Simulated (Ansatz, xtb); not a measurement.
# BH7O2Si2: which of two isomers lies lower

Structure X: `BO[SiH2]O[SiH3]`, a singlet. Structure Y: `[SiH3]OBO[SiH3]`, a singlet. Both are isolated molecules in the gas phase, relaxed with PBE0-D4/def2-SVP; the shapes shown needn't be the lowest conformers.

X (Å):

```xyz
12

B    -0.7891   -0.1717    1.5527
O    -0.1160   -1.2752    1.1799
O     0.7834   -0.5739   -1.3076
Si    0.6786   -1.7845   -0.2052
Si    0.0945    0.6544   -2.1906
H    -0.9188    0.7629    0.7841
H    -1.2612   -0.1385    2.6670
H    -0.1062   -2.9239   -0.7476
H     2.0464   -2.1839    0.2022
H     0.6700    0.6188   -3.5653
H    -1.3858    0.4708   -2.2670
H     0.4054    1.9652   -1.5532
```

Y (Å):

```xyz
12

B     1.3486    2.5478    0.7428
O     1.1328    1.2195    0.9197
O     2.4854    3.0567    0.2034
Si    1.7947   -0.2862    0.6461
Si    3.9914    2.6378   -0.3766
H     2.7207   -0.6372    1.7605
H     0.6766   -1.2662    0.5847
H     2.5438   -0.3003   -0.6474
H     0.4822    3.3187    1.0839
H     4.8799    3.8213   -0.2217
H     3.8878    2.2619   -1.8155
H     4.5490    1.4886    0.3999
```

Estimate which is lower in electronic energy at CCSD(T)/def2-SVP + ΔMP2/def2-TZVPP, and by roughly how much.

CCSD(T)/def2-SVP + ΔMP2/def2-TZVPP gives E(Y) − E(X) = −0.086 eV, slightly favouring structure Y, which is too small a margin to settle the true order.

How the difference moves with the method:

```
                             level          geometry  E(Y) − E(X) (eV)  departure from the last row (eV)  job, with rough time for the two
                  PBE0-D4/def2-SVP  PBE0-D4/def2-SVP              −0.368                            −0.282             optimisation, 2.8 min
                       HF/def2-SVP  PBE0-D4/def2-SVP              −0.233                            −0.147           part of the CCSD(T) run
                      MP2/def2-SVP  PBE0-D4/def2-SVP              −0.272                            −0.186           part of the CCSD(T) run
                  CCSD(T)/def2-SVP  PBE0-D4/def2-SVP              −0.297                            −0.211                      single point
CCSD(T)/def2-SVP + ΔMP2/def2-TZVPP  PBE0-D4/def2-SVP              −0.086                                                  single point, 35 s
```

As drawn, Y has 1 B–O, 1 Si–H in place of 1 O–Si, 1 B–H.

The largest departure from CCSD(T)/def2-SVP + ΔMP2/def2-TZVPP is that of PBE0-D4/def2-SVP, 0.282 eV. A small imaginary or near-zero mode remains, so no thermal terms are given. Levels run at GFN2-xTB geometries aren't shown. The last row adds to CCSD(T) the change of the MP2 difference between the two basis sets, here +0.211 eV, a large step that makes the value less sure.

The correlated steps freeze 13 core orbitals. Run with Ansatz 0.2.0, xtb 6.7.1; the last row on 2 threads of Intel(R) Xeon(R) Platinum 8375C CPU @ 2.90GHz (Ice Lake) on a shared host.
